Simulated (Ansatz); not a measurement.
Spectroscopic constants of LiN, multiplicity 3 (lowest of 2S+1 = 1, 3, 5 at CCSD(T)/def2-TZVPP on PBE0 minima; our sources give no spin for the ground state, which may be another).

D_e counts from the fitted minimum to each atom's lowest state at the same level, without counterpoise.

Correlated levels freeze the inner cores; with def2 sets outer-core shells near the valence are correlated too.

The values were computed with Ansatz (Gaussian basis) for Hartree–Fock, density functionals and correlated methods. 

```
level                bond energy D_e (kcal/mol)
-------------------  --------------------------
SVWN5/def2-TZVPP                          48.30
PBE/def2-TZVPP                            43.35
r2SCAN/def2-TZVPP                         36.60
wB97M-V/def2-TZVPP                        42.24
CCSD/aug-cc-pVTZ                          33.25
CCSD/def2-QZVPP                           34.22
CCSD(T)/aug-cc-pVTZ                           …
CCSD(T)/def2-TZVPP                            …
CCSD(T)/def2-QZVPP                        36.24
```

Task: Fill in the missing entries.

Result: 
- CCSD(T)/aug-cc-pVTZ, bond energy D_e (kcal/mol): 35.23
- CCSD(T)/def2-TZVPP, bond energy D_e (kcal/mol): 31.34

Ansatz is a quantum-chemistry and plane-wave program.
